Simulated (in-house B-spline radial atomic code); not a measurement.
A fraction x of an electron is removed from 4p in I⁵⁺, starting from [Kr] 4d10 5s2 and keeping the highest spin. All numbers are computed (scalar-relativistic (X2C) LDA VWN5, spin-polarised, spherical fractional occupations; Fermi nucleus of rms radius 4.75 fm) with a B-spline radial code for spherical atoms, not measured.

| x | E(x) - E(0) (eV) | 4p down level (eV) |
| --- | --- | --- |
| 0 | 0.0000 | -186.067 |
| 0.08 | 14.9591 | -187.912 |
| 0.15 | 28.1696 | -189.531 |
| 0.32 | 60.7251 | -193.479 |
| 0.38 | 72.3758 | -194.878 |
| 0.5 | ? | ? |
| 0.62 | ? | ? |
| 0.64 | 123.8355 | -200.975 |
| 0.83 | 162.4469 | -205.465 |
| 0.95 | 187.2737 | -208.315 |
| 1 | 197.7192 | -209.506 |

**Question.** What belongs in the row x = 0.5?

**Answer.** An energy change of 95.9294 eV; 4p down at -197.685 eV.

**Question.** What belongs in the row x = 0.62?

**Answer.** An energy change of 119.8207 eV; 4p down at -200.504 eV.

**Question.** Check Janak's theorem between x = 0.08 and 0.15.

**Answer.** The slope of the energy is 188.72 eV; the orbital levels give 188.72 eV (-ε of the emptying orbital, averaged over the two points).
